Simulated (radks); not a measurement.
The numbers below are computed, except where a source is named.
Task: Species: Zn3+. Configuration: [Ar] 3d9. Level of theory: Dirac Kohn-Sham, BLYP, spin-unpolarised, spherical densities, finite nucleus; open shells fill j = l - 1/2 first; Fermi nuclear charge, rms radius 3.9283 fm (a radial shooting solver on a logarithmic mesh with Libxc functionals). Some entries of the table are withheld. Estimate them.

| orbital | occ. | eigenvalue (eV) | <r^2> (bohr^2) |
|---|---|---|---|
| 1s1/2 | 2 | -9568.370 | 0.003405 |
| 2s1/2 | 2 | -1200.725 | 0.06032 |
| 2p1/2 | 2 | -1062.746 | 0.04716 |
| 2p3/2 | 4 | -1038.852 | 0.04869 |
| 3s1/2 | 2 | -170.8069 | 0.5300 |
| 3p1/2 | 2 | (1) | (2) |
| 3p3/2 | 4 | (3) | (4) |
| 3d3/2 | 4 | -50.9276 | (5) |
| 3d5/2 | 5 | -50.5318 | (6) |

Result: 
(1) 3p1/2 eigenvalue (eV): -127.0012
(2) 3p1/2 <r^2> (bohr^2): 0.5766
(3) 3p3/2 eigenvalue (eV): -123.8800
(4) 3p3/2 <r^2> (bohr^2): 0.5936
(5) 3d3/2 <r^2> (bohr^2): 0.8586
(6) 3d5/2 <r^2> (bohr^2): 0.8691
